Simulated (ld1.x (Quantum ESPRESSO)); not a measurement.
# Which change was made? (Sn, TM)

| Quantity | Value |
| --- | --- |
| Element | Sn |
| Generator | ld1.x (Quantum ESPRESSO) 7.5 |
| Type | norm-conserving Troullier–Martins (Kleinman–Bylander form) |
| Functional | LDA (PZ) |
| Relativity | scalar-relativistic |
| Frozen core | [Kr] 4d10 |
| Valence charge | 4 |
| Reference configuration | 5s1.75 5p2.25 |
| Partial waves | 5p (bound): rc 2.00 bohr; 5s (bound): rc 1.60 bohr |
| Local potential | the s channel |
| Core correction | none |

Cutoffs, loose and tight: the cutoffs (Ry, on a coarse ladder) from which the occupation-weighted sum of valence levels, in a spherical-Bessel basis at the reference potential, stays within 10 and 1 mRy of its value at 400 Ry. They do not see the model core or the augmentation charge, which bear on the density cutoff. Test errors are all-electron minus pseudo excitation energies from the reference, over the configurations 5s2 5p2; 5s2 5p1; 5s2 5p0; 5s1 5p2; 5s1 5p3; 5s0 5p4; 5s1 5p0 (two spin-polarised tests are not counted in the largest error); variants that change the core or the reference have their own tests.

The base gives: outcome: generated; cutoff, loose: 35 Ry; cutoff, tight: 90 Ry; bound ghosts: none; largest test error (meV): +296.

(1) After one change the result is: outcome: generated; cutoff, loose: 160 Ry; cutoff, tight: over 300 Ry; bound ghosts: p, s (extra level of the local part); largest test error (meV): -214. Which change was it?
A. core [Kr], valence charge 14; reference 4d10 5s1.75 5p2.25; waves now 5s (bound): rc 1.85 bohr; 4d (bound): rc 1.40 bohr; 5p (bound): rc 2.20 bohr; local potential the p channel; core correction a·sin(br)/r model core, default radius (core density twice the valence density)
B. functional BLYP
C. all radii scaled by about 0.74 (s 1.18, p 1.48 bohr)

Results:

(1) C. The others give: functional BLYP → outcome: generated; cutoff, loose: 35 Ry; cutoff, tight: 90 Ry; bound ghosts: none; largest test error (meV): +436 | core [Kr], valence charge 14; reference 4d10 5s1.75 5p2.25; waves now 5s (bound): rc 1.85 bohr; 4d (bound): rc 1.40 bohr; 5p (bound): rc 2.20 bohr; local potential the p channel; core correction a·sin(br)/r model core, default radius (core density twice the valence density) → outcome: generated; cutoff, loose: 90 Ry; cutoff, tight: 140 Ry; bound ghosts: none; largest test error (meV): -360 over the solved tests; 1 of 9 tests not solved or not reliable.
